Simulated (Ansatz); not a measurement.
ClH2MoNO2 (`[NH2][Mo](=[O])(=[O])[Cl]`): the same geometry under several functionals.

```yaml
crystal:
  periodic: [false, false, false]
  atoms:
    - {symbol: N, position_ang: [-0.673353, 0.700048, 0.674959]}
    - {symbol: Mo, position_ang: [0.430363, -0.478037, -0.351293]}
    - {symbol: O, position_ang: [1.968268, -0.471816, 0.309274]}
    - {symbol: O, position_ang: [-0.232547, -2.013631, -0.287773]}
    - {symbol: Cl, position_ang: [0.523198, 0.223083, -2.504012]}
    - {symbol: H, position_ang: [-0.308361, 1.454775, 1.238211]}
    - {symbol: H, position_ang: [-1.646368, 0.517580, 0.875034]}
basis:
  gaussian: {orbitals: def2-TZVPP}
hamiltonian: {xc: {name: LC-wPBE}}
output: {orbitals: {seedname: orbitals}}
```

```sh
$ ansatz run in.yaml --threads 4 --pin off --events-out ev --progress --plain --max-ram 10444MiB
```

Shortened log:

```
Functional definition: LC-wPBE
1168 factors; their error is unknown
330 factors; integrals over basis functions are off by at most 4.7e-5 eV
mean field evaluation 1: about -19978.2682 eV, gradient 1.0e2 eV
mean field evaluation 2: about -19884.3455 eV, gradient 2.7e2 eV
mean field evaluation 4: about -19995.9518 eV, gradient 1.4e1 eV
mean field evaluation 8: about -19996.2576 eV, gradient 2.6e-1 eV
mean field evaluation 16: about -19996.2431 eV, gradient 8.4e-4 eV
mean field -19996.24309359 eV, -734.8483797490 hartree, gradient 1.8e-5 eV, S^2 0.000000; 0 other end points of the search recorded, 0 dependent functions left out
reference -19996.24309360 eV, -734.8483797494 hartree; 28, 28 occupied and 191, 191 virtual orbitals, 1168 factors
Total energy: -19996.24309360 eV, -734.8483797494 hartree
```

It took 2.7 s on 4 threads of an Arm Neoverse V1 on a shared host, with 0.38 GiB of host memory at the peak.

Changing it to `hamiltonian: {xc: hse06, dispersion: d4}` (abridged; 3.2 s):

```
Functional definition: HSE06
mean field evaluation 16: about -19992.1806 eV, gradient 4.9e-4 eV
mean field -19992.18060445 eV, -734.6990860267 hartree, gradient 1.1e-5 eV, S^2 0.000000
Total energy: -19992.34760251 eV, -734.7052230922 hartree
```

With the line `hamiltonian: {xc: {name: B3LYP}, dispersion: d4}` and forces (abridged; 4.3 s):

```
Functional definition: B3LYP
mean field evaluation 16: about -20004.3122 eV, gradient 2.6e-3 eV
mean field -20004.31223717 eV, -735.1449153060 hartree, gradient 5.6e-5 eV, S^2 0.000000
Total energy: -20004.65239402 eV, -735.1574158397 hartree
Atom 0 force    -0.209265     0.222851     0.196113 eV/Å
Atom 1 force    -0.094907     0.197062    -0.157877 eV/Å
Atom 2 force     0.603845     0.019445     0.252446 eV/Å
Atom 3 force    -0.273228    -0.595124     0.014430 eV/Å
Atom 4 force     0.013028     0.112573    -0.338869 eV/Å
Atom 5 force    -0.031992     0.013035     0.013484 eV/Å
Atom 6 force    -0.007481     0.030159     0.020273 eV/Å
Dipole moment:    -0.476178     0.541612     0.356585 e Å
```

Changing it to `hamiltonian: {xc: {name: B2PLYP}}` (abridged; 6.5 s):

```
Functional definition: B2PLYP
mean field evaluation 16: about -19980.4041 eV, gradient 2.9e-3 eV
mean field -19980.40410364 eV, -734.2663076046 hartree, gradient 4.5e-6 eV, S^2 0.000000; 1 other end points of the search recorded, 0 dependent functions left out
8 core orbitals not correlated: weight in the atoms' cores, before any rotation towards them, 1.000 or more for the frozen orbitals, at most 0.000 for the correlated occupied ones
second order -51.39671928 eV of doubles, -0.00000000 eV of singles
Total energy: -19994.28139545 eV, -734.7762886721 hartree
```

Changing it to `hamiltonian: {xc: {name: PBE-QIDH}}` (abridged; 6 s):

```
Functional definition: PBE-QIDH
mean field evaluation 16: about -19972.3588 eV, gradient 2.3e-3 eV
mean field -19972.35884789 eV, -733.9706499090 hartree, gradient 4.9e-6 eV, S^2 0.000000
8 core orbitals not correlated: weight in the atoms' cores, before any rotation towards them, 1.000 or more for the frozen orbitals, at most 0.000 for the correlated occupied ones
second order -47.12994075 eV of doubles, -0.00000000 eV of singles
Total energy: -19988.06884365 eV, -734.5479816045 hartree
```

Changing it to `hamiltonian: {xc: pbe0, dispersion: d4}` (abridged; 2.9 s):

```
Functional definition: PBE0
mean field evaluation 16: about -19992.6382 eV, gradient 1.6e-3 eV
mean field -19992.63823817 eV, -734.7159037560 hartree, gradient 8.2e-6 eV, S^2 0.000000
Total energy: -19992.81567701 eV, -734.7224245128 hartree
```

HSE06 is the plane-wave form, built on full-range PBE exchange.

B3LYP takes the VWN-RPA correlation (the form of Gaussian; ORCA's B3LYP/G).
